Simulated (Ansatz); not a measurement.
Ansatz (a first-principles code) input (CCSD(T)/cc-pVQZ):

Ansatz 0.2 input:
```yaml
crystal:
  periodic: [false, false, false]
  atoms:
    - {symbol: B, position_ang: [0.11337301, -1.19708641, -0.00663803]}
    - {symbol: C, position_ang: [-1.03482468, -1.94710446, 0.70317632]}
    - {symbol: Br, position_ang: [0.27324287, 0.68734507, -0.19848799]}
    - {symbol: H, position_ang: [-0.79660935, -1.95174271, 1.77564455]}
    - {symbol: H, position_ang: [-1.12218777, -2.98892178, 0.39264573]}
    - {symbol: H, position_ang: [-2.00262007, -1.44835402, 0.59292161]}
basis:
  gaussian:
    orbitals: cc-pVQZ
magnetization: {spin_polarized: true, initial_magnetization: 1}
correlation: {method: ccsd_t, electrons: outside_noble_gas}
```

Output:

```
Functional definition: HF
integrals: 3.25 GiB planned
1618 factors; integrals over basis functions are off by at most 1.1e-3 eV
mean field: 1.51 GiB planned
mean field evaluation 1: about -71747.7651 eV, gradient 1.8e1 eV
mean field evaluation 2: about -71747.7666 eV, gradient 1.8e1 eV
mean field evaluation 4: about -71750.0750 eV, gradient 2.5e0 eV
mean field evaluation 8: about -71750.1888 eV, gradient 1.8e-1 eV
mean field evaluation 16: about -71750.1740 eV, gradient 7.4e-1 eV
mean field evaluation 32: about -71748.1199 eV, gradient 1.6e-2 eV
mean field -71750.18953407 eV, -2636.7708313517 hartree, gradient 9.2e-6 eV, S^2 0.755293; 1 other end points of the search recorded, 0 dependent functions left out
determinant -71750.18953407 eV, -2636.7708313517 hartree, with singles and doubles -71763.37168316 eV, -2637.2552663958 hartree
determinant -71748.11990323 eV, -2636.6947738214 hartree, with singles and doubles -71761.50550133 eV, -2637.1866854783 hartree
16 core orbitals not correlated
reference -71750.18953407 eV, -2636.7708313517 hartree; 9, 8 occupied and 243, 244 virtual orbitals, 1618 factors
second order -12.07614529 eV of doubles, -0.00000000 eV of singles
coupled cluster: 4.96 GiB planned
cycle   1  -12.89354847 eV  change    -1.3e0 eV  update   2.5e-2
cycle   2  -12.93709467 eV  change   -4.4e-2 eV  update   6.4e-3
cycle   3  -12.93527134 eV  change    1.8e-3 eV  update   3.2e-3
cycle   4  -12.93642653 eV  change   -1.2e-3 eV  update   1.4e-3
cycle   5  -12.93697259 eV  change   -5.5e-4 eV  update   6.7e-4
cycle   6  -12.93713716 eV  change   -1.6e-4 eV  update   2.2e-4
cycle   7  -12.93720630 eV  change   -6.9e-5 eV  update   8.4e-5
cycle   8  -12.93720815 eV  change   -1.9e-6 eV  update   3.2e-5
cycle   9  -12.93719349 eV  change    1.5e-5 eV  update   1.3e-5
perturbative correction -0.56608243 eV, -0.0208031458 hartree
Total energy: -71763.69280999 eV, -2637.2670675892 hartree
```

It need not be the lowest isomer of its formula.
